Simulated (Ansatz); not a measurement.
[Li(H2O)4]+ (LiO₄H₈⁺). Charge 1, multiplicity 3. Geometry r2SCAN-D4/def2-SVP, that of the charge +1 singlet.

```xyz
13

Li    0.0012   -0.0016    0.0025
O    -0.5037   -0.0267    1.8618
H     0.1019    0.0047    2.6148
H    -1.3883    0.0103    2.2498
O    -1.1028    1.2876   -0.9094
H    -1.5726    1.1399   -1.7414
H    -1.3803    2.1661   -0.6170
O    -0.2501   -1.7461   -0.7760
H     0.1361   -2.1099   -1.5840
H    -0.7308   -2.4825   -0.3740
O     1.8567    0.4846   -0.1771
H     2.6457   -0.0567   -0.0404
H     2.1871    1.3302   -0.5098
```

At PBE-D4/def2-TZVP, r2SCAN-D4/def2-TZVP an occupied level of the charge 1 triplet lies above an empty one (by up to 0.10 eV), so this SCF solution is probably not the lowest. At PBE-D4/def2-TZVP, r2SCAN-D4/def2-TZVP the gap within one spin of the charge 1 triplet nearly closes, so an electron or hole may be smeared out by delocalisation error. At PBE0-D4/def2-TZVP a singlet of charge 1 lies 8.10 eV below the triplet at the same geometry.

(1) Estimate the α-spin orbital energies around the gap (eV) in Ansatz with PBE-D4/def2-TZVP, r2SCAN-D4/def2-TZVP, PBE0-D4/def2-TZVP.

Results:

(1) 
```json
{"orbital": "HOMO−5", "PBE-D4/def2-TZVP": "-16.00", "r2SCAN-D4/def2-TZVP": "-16.32", "PBE0-D4/def2-TZVP": "-16.92"}
{"orbital": "HOMO−4", "PBE-D4/def2-TZVP": "-14.28", "r2SCAN-D4/def2-TZVP": "-15.89", "PBE0-D4/def2-TZVP": "-16.89"}
{"orbital": "HOMO−3", "PBE-D4/def2-TZVP": "-13.96", "r2SCAN-D4/def2-TZVP": "-14.18", "PBE0-D4/def2-TZVP": "-14.49"}
{"orbital": "HOMO−2", "PBE-D4/def2-TZVP": "-13.84", "r2SCAN-D4/def2-TZVP": "-14.05", "PBE0-D4/def2-TZVP": "-14.34"}
{"orbital": "HOMO−1", "PBE-D4/def2-TZVP": "-13.82", "r2SCAN-D4/def2-TZVP": "-14.01", "PBE0-D4/def2-TZVP": "-14.30"}
{"orbital": "HOMO", "PBE-D4/def2-TZVP": "-5.90", "r2SCAN-D4/def2-TZVP": "-5.85", "PBE0-D4/def2-TZVP": "-7.00"}
{"orbital": "LUMO", "PBE-D4/def2-TZVP": "-4.72", "r2SCAN-D4/def2-TZVP": "-4.62", "PBE0-D4/def2-TZVP": "-4.14"}
{"orbital": "LUMO+1", "PBE-D4/def2-TZVP": "-4.64", "r2SCAN-D4/def2-TZVP": "-4.10", "PBE0-D4/def2-TZVP": "-3.51"}
{"orbital": "LUMO+2", "PBE-D4/def2-TZVP": "-4.64", "r2SCAN-D4/def2-TZVP": "-4.09", "PBE0-D4/def2-TZVP": "-3.35"}
{"orbital": "LUMO+3", "PBE-D4/def2-TZVP": "-3.00", "r2SCAN-D4/def2-TZVP": "-2.98", "PBE0-D4/def2-TZVP": "-2.95"}
{"orbital": "LUMO+4", "PBE-D4/def2-TZVP": "-2.77", "r2SCAN-D4/def2-TZVP": "-2.22", "PBE0-D4/def2-TZVP": "-1.52"}
{"orbital": "LUMO+5", "PBE-D4/def2-TZVP": "-2.70", "r2SCAN-D4/def2-TZVP": "-2.07", "PBE0-D4/def2-TZVP": "-1.35"}
{"orbital": "β HOMO", "PBE-D4/def2-TZVP": "-13.11", "r2SCAN-D4/def2-TZVP": "-13.35", "PBE0-D4/def2-TZVP": "-14.20"}
{"orbital": "β LUMO", "PBE-D4/def2-TZVP": "-13.21", "r2SCAN-D4/def2-TZVP": "-13.41", "PBE0-D4/def2-TZVP": "-12.69"}
```
